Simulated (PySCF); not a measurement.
Computed shifts of a molecule C₇H₅N, PBE0/pcSseg-1 in PySCF, GIAO, gas phase, equivalent atoms averaged, in ppm (number of nuclei): ¹⁵N: 321.9 (1). ¹³C: 141.4 (2), 139.5 (1), 136.2 (2), 126.1 (1), 120.3 (1). ¹H: 8.06 (2), 7.94 (1), 7.87 (2). References: ¹⁵N against NH3 (σ = 267.4 ppm); ¹³C against TMS (σ = 186.3 ppm); ¹H against TMS (σ = 31.56 ppm), references at their B3LYP-D3(BJ)/def2-TZVP geometries, non-relativistic. The structure is a stationary point at PBE0-D3(BJ)/def2-SVP. One conformer was computed; it need not be the lowest.

### Question
Which structure fits?
(A) C#C/C(C=C)=C\C#N
(B) C#Cc1ccccn1
(C) N#Cc1ccccc1
(D) C#C/C(C#N)=C/C=C

### Answer
C, N#Cc1ccccc1
